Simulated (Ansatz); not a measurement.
Geometry optimisation of `CO[SiH](C#N)OC`.

```yaml
crystal:
  periodic: [false, false, false]
  atoms:
    - {symbol: C, position_ang: [-0.587970, 0.712570, -2.182040]}
    - {symbol: O, position_ang: [-0.453330, 0.075010, -0.944840]}
    - {symbol: Si, position_ang: [0.540610, 0.396340, 0.292910]}
    - {symbol: C, position_ang: [0.225800, 2.099870, 0.996670]}
    - {symbol: N, position_ang: [0.056300, 3.176040, 1.347240]}
    - {symbol: O, position_ang: [0.135550, -0.547650, 1.527110]}
    - {symbol: C, position_ang: [0.029900, -1.938010, 1.624250]}
    - {symbol: H, position_ang: [0.319930, 0.595290, -2.777590]}
    - {symbol: H, position_ang: [-1.426180, 0.251310, -2.704820]}
    - {symbol: H, position_ang: [-0.785420, 1.778130, -2.048500]}
    - {symbol: H, position_ang: [1.944190, 0.308290, -0.112240]}
    - {symbol: H, position_ang: [-0.398600, -2.170030, 2.599590]}
    - {symbol: H, position_ang: [-0.616200, -2.335250, 0.839840]}
    - {symbol: H, position_ang: [1.015430, -2.401890, 1.542400]}
basis:
  gaussian: {orbitals: def2-TZVP}
hamiltonian: {xc: pbe0, dispersion: d4}
relax: {f_tol: 0.005, max_steps: 150}
```

```sh
$ ansatz run in.yaml --threads 2 --pin off --events-out ev --progress --plain --max-ram 32768MiB --backend cuda --devices 0, --max-vram 18GiB
```

It prints (some lines left out):

```
Functional definition: PBE0
mean field -16678.71736376 eV, -612.9315578774 hartree, gradient 2.8e-5 eV, S^2 0.000000; 0 other end points of the search recorded, 0 dependent functions left out
relax step   1: F+E_penalty+E_count = -16678.97470762 eV  Δ(F+E_penalty+E_count) = +0.000e0 eV  max|allowed force component| = 9.934e-1 eV/Å  Δτ_max = 0.0000 Å  (31 SCF iters, accepted)
mean field -16678.74682801 eV, -612.9326406688 hartree, gradient 2.6e-5 eV, S^2 0.000000; 0 other end points of the search recorded, 0 dependent functions left out
relax step   2: F+E_penalty+E_count = -16679.00381351 eV  Δ(F+E_penalty+E_count) = -2.911e-2 eV  max|allowed force component| = 1.755e-1 eV/Å  Δτ_max = 0.0616 Å  (32 SCF iters, accepted)
mean field -16678.75454655 eV, -612.9329243199 hartree, gradient 2.4e-5 eV, S^2 0.000000; 0 other end points of the search recorded, 0 dependent functions left out
relax step   3: F+E_penalty+E_count = -16679.01199364 eV  Δ(F+E_penalty+E_count) = -8.180e-3 eV  max|allowed force component| = 1.353e-1 eV/Å  Δτ_max = 0.0556 Å  (32 SCF iters, accepted)
mean field -16678.75826130 eV, -612.9330608342 hartree, gradient 2.5e-5 eV, S^2 0.000000; 0 other end points of the search recorded, 0 dependent functions left out
relax step   4: F+E_penalty+E_count = -16679.01636788 eV  Δ(F+E_penalty+E_count) = -4.374e-3 eV  max|allowed force component| = 1.358e-1 eV/Å  Δτ_max = 0.0418 Å  (32 SCF iters, accepted)
mean field -16678.76108553 eV, -612.9331646227 hartree, gradient 2.4e-5 eV, S^2 0.000000; 0 other end points of the search recorded, 0 dependent functions left out
relax step   5: F+E_penalty+E_count = -16679.01993014 eV  Δ(F+E_penalty+E_count) = -3.562e-3 eV  max|allowed force component| = 1.243e-1 eV/Å  Δτ_max = 0.0436 Å  (32 SCF iters, accepted)
mean field -16678.76340917 eV, -612.9332500153 hartree, gradient 7.4e-6 eV, S^2 0.000000; 0 other end points of the search recorded, 0 dependent functions left out
relax step   6: F+E_penalty+E_count = -16679.02197761 eV  Δ(F+E_penalty+E_count) = -2.047e-3 eV  max|allowed force component| = 1.106e-1 eV/Å  Δτ_max = 0.0673 Å  (32 SCF iters, accepted)
mean field -16678.76547832 eV, -612.9333260550 hartree, gradient 2.5e-5 eV, S^2 0.000000; 0 other end points of the search recorded, 0 dependent functions left out
relax step   7: F+E_penalty+E_count = -16679.02378318 eV  Δ(F+E_penalty+E_count) = -1.806e-3 eV  max|allowed force component| = 2.633e-2 eV/Å  Δτ_max = 0.0318 Å  (32 SCF iters, accepted)
mean field -16678.74691448 eV, -612.9326438463 hartree, gradient 8.5e-6 eV, S^2 0.000000; 0 other end points of the search recorded, 0 dependent functions left out
relax step   8: F+E_penalty+E_count = -16679.00386120 eV  Δ(F+E_penalty+E_count) = +1.992e-2 eV  max|allowed force component| = 4.467e-1 eV/Å  Δτ_max = 0.1940 Å  (38 SCF iters, rejected (line search))
mean field -16678.76589902 eV, -612.9333415155 hartree, gradient 2.6e-5 eV, S^2 0.000000; 0 other end points of the search recorded, 0 dependent functions left out
relax step   9: F+E_penalty+E_count = -16679.02414731 eV  Δ(F+E_penalty+E_count) = -3.641e-4 eV  max|allowed force component| = 6.597e-3 eV/Å  Δτ_max = 0.0279 Å  (32 SCF iters, accepted)
mean field -16678.76560862 eV, -612.9333308435 hartree, gradient 9.0e-6 eV, S^2 0.000000; 0 other end points of the search recorded, 0 dependent functions left out
relax step  10: F+E_penalty+E_count = -16679.02356567 eV  Δ(F+E_penalty+E_count) = +5.816e-4 eV  max|allowed force component| = 1.491e-1 eV/Å  Δτ_max = 0.0977 Å  (32 SCF iters, rejected (line search))
mean field -16678.76438835 eV, -612.9332859995 hartree, gradient 2.6e-5 eV, S^2 0.000000; 0 other end points of the search recorded, 0 dependent functions left out
relax step  11: F+E_penalty+E_count = -16679.02256258 eV  Δ(F+E_penalty+E_count) = +1.585e-3 eV  max|allowed force component| = 2.079e-1 eV/Å  Δτ_max = 0.0166 Å  (33 SCF iters, rejected (line search))
mean field -16678.76600690 eV, -612.9333454798 hartree, gradient 2.6e-5 eV, S^2 0.000000; 0 other end points of the search recorded, 0 dependent functions left out
relax step  12: F+E_penalty+E_count = -16679.02423327 eV  Δ(F+E_penalty+E_count) = -8.596e-5 eV  max|allowed force component| = 5.323e-3 eV/Å  Δτ_max = 0.0080 Å  (33 SCF iters, accepted)
mean field -16678.76641631 eV, -612.9333605254 hartree, gradient 2.5e-5 eV, S^2 0.000000; 0 other end points of the search recorded, 0 dependent functions left out
relax step  13: F+E_penalty+E_count = -16679.02452512 eV  Δ(F+E_penalty+E_count) = -2.918e-4 eV  max|allowed force component| = 2.436e-2 eV/Å  Δτ_max = 0.0493 Å  (32 SCF iters, accepted)
mean field -16678.76654174 eV, -612.9333651351 hartree, gradient 2.6e-5 eV, S^2 0.000000; 0 other end points of the search recorded, 0 dependent functions left out
relax step  14: F+E_penalty+E_count = -16679.02461701 eV  Δ(F+E_penalty+E_count) = -9.190e-5 eV  max|allowed force component| = 2.707e-2 eV/Å  Δτ_max = 0.0230 Å  (32 SCF iters, accepted)
mean field -16678.76659575 eV, -612.9333671197 hartree, gradient 2.7e-5 eV, S^2 0.000000; 0 other end points of the search recorded, 0 dependent functions left out
relax step  15: F+E_penalty+E_count = -16679.02466879 eV  Δ(F+E_penalty+E_count) = -5.178e-5 eV  max|allowed force component| = 1.297e-2 eV/Å  Δτ_max = 0.0121 Å  (33 SCF iters, accepted)
mean field -16678.76662493 eV, -612.9333681922 hartree, gradient 2.7e-5 eV, S^2 0.000000; 0 other end points of the search recorded, 0 dependent functions left out
relax step  16: F+E_penalty+E_count = -16679.02469210 eV  Δ(F+E_penalty+E_count) = -2.331e-5 eV  max|allowed force component| = 3.086e-3 eV/Å  Δτ_max = 0.0128 Å  (33 SCF iters, accepted)
mean field -16678.76663792 eV, -612.9333686695 hartree, gradient 2.7e-5 eV, S^2 0.000000; 0 other end points of the search recorded, 0 dependent functions left out
relax step  17: F+E_penalty+E_count = -16679.02469750 eV  Δ(F+E_penalty+E_count) = -5.401e-6 eV  max|allowed force component| = 2.018e-3 eV/Å  Δτ_max = 0.0070 Å  (34 SCF iters, accepted)
mean field -16678.76663792 eV, -612.9333686695 hartree, gradient 2.7e-5 eV, S^2 0.000000; 1 other end points of the search recorded, 0 dependent functions left out
Total energy: -16679.02473343 eV, -612.9428535044 hartree
Atom 0 at    -0.544957     0.740652    -2.161910 Å, force    -0.002018    -0.000241    -0.000606 eV/Å
Atom 1 at    -0.629223     0.126630    -0.891602 Å, force     0.001136     0.000978    -0.000103 eV/Å
Atom 2 at     0.394118     0.379534     0.340600 Å, force    -0.000317    -0.000728    -0.000094 eV/Å
Atom 3 at     0.218306     2.125709     0.935560 Å, force    -0.000080     0.001296     0.001247 eV/Å
Atom 4 at     0.130495     3.235930     1.228204 Å, force     0.000119    -0.001889    -0.001257 eV/Å
Atom 5 at    -0.001905    -0.543177     1.603380 Å, force    -0.000190    -0.000513    -0.001061 eV/Å
Atom 6 at     0.050737    -1.956184     1.625134 Å, force    -0.001043     0.001630     0.000538 eV/Å
Atom 7 at     0.457619     0.639643    -2.590941 Å, force     0.000463    -0.000092     0.000160 eV/Å
Atom 8 at    -1.258589     0.247451    -2.822103 Å, force     0.000029     0.000161     0.000089 eV/Å
Atom 9 at    -0.798559     1.802890    -2.098949 Å, force     0.000519    -0.000026     0.000266 eV/Å
Atom 10 at     1.795801     0.190431    -0.100050 Å, force     0.000220     0.000535     0.000437 eV/Å
Atom 11 at    -0.079567    -2.280169     2.657623 Å, force     0.000051    -0.000686     0.001793 eV/Å
Atom 12 at    -0.749031    -2.382561     1.014318 Å, force    -0.000374     0.000124    -0.000615 eV/Å
Atom 13 at     1.014766    -2.326758     1.260716 Å, force     0.001484    -0.000549    -0.000793 eV/Å
Dipole moment:     0.128168    -0.806629    -0.474921 e Å
```

Run time 31 s (2 threads of an AMD EPYC 7R13 on a shared host and a share of an NVIDIA H100 80 GB); peak host memory 0.91 GiB.
